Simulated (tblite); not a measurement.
C4H10F2SSi.
SMILES with atom numbers: `[CH3:1][C:2]([CH3:3])([SiH3:4])[S:5][CH:6]([F:7])[F:8]` (hydrogens: H9, H10, H11 on C1; H12, H13, H14 on C3; H15, H16, H17 on Si4; H18 on C6)

The geometry is computed with GFN2-xTB (gas phase).

(1) What internal coordinates does the optimisation give?

Answers

(1) 
```json
{"bond": "C1–C2, C2–C3", "length (bohr)": "2.871", "order": "single"}
{"bond": "C2–Si4", "length (bohr)": "3.641", "order": "single"}
{"bond": "C2–S5", "length (bohr)": "3.503", "order": "single"}
{"bond": "S5–C6", "length (bohr)": "3.437", "order": "single"}
{"bond": "C6–F7, C6–F8", "length (bohr)": "2.548", "order": "single"}
{"bond": "C1–H9 and 5 like bonds", "length (bohr)": "2.058", "order": "single"}
{"bond": "Si4–H15, Si4–H16, Si4–H17", "length (bohr)": "2.761", "order": "single"}
{"bond": "C6–H18", "length (bohr)": "2.077", "order": "single"}
```

Bonds in one row agree within 0.02 bohr and their mean is given. Orders are formal, as drawn. A selection of angles:
```json
{"angle": "C1–C2–C3", "degrees": "111.4"}
{"angle": "C1–C2–Si4", "degrees": "111.1"}
{"angle": "C1–C2–S5", "degrees": "110.6"}
{"angle": "C3–C2–S5", "degrees": "108.9"}
{"angle": "Si4–C2–S5", "degrees": "103.0"}
{"angle": "C2–S5–C6", "degrees": "105.9"}
{"angle": "S5–C6–F7", "degrees": "113.6"}
{"angle": "F7–C6–F8", "degrees": "106.2"}
```

Dihedral angles: C1–C2–S5–C6 -44° (synclinal); C2–S5–C6–F7 -49° (synclinal). The mirror-image conformer, all signs reversed, is as good.

Si4 (SiH3 silicon) is distorted tetrahedral (angles from 105.9° to 111.4°). Of the pairs four or more bonds apart, F7···H12 is among the closest relative to their van der Waals radii: 2.44 Å, 91 % of the sum of Bondi's values. The C–S distances run from 1.819 Å (S5–C6, drawn single) to 1.853 Å (C2–S5, drawn single), a spread of 0.034 Å.

Point group: C1 (no symmetry element, even within 0.4 Å). Its GFN2-xTB frequencies are all real (lowest 44 cm⁻¹). One conformer, not necessarily the lowest.
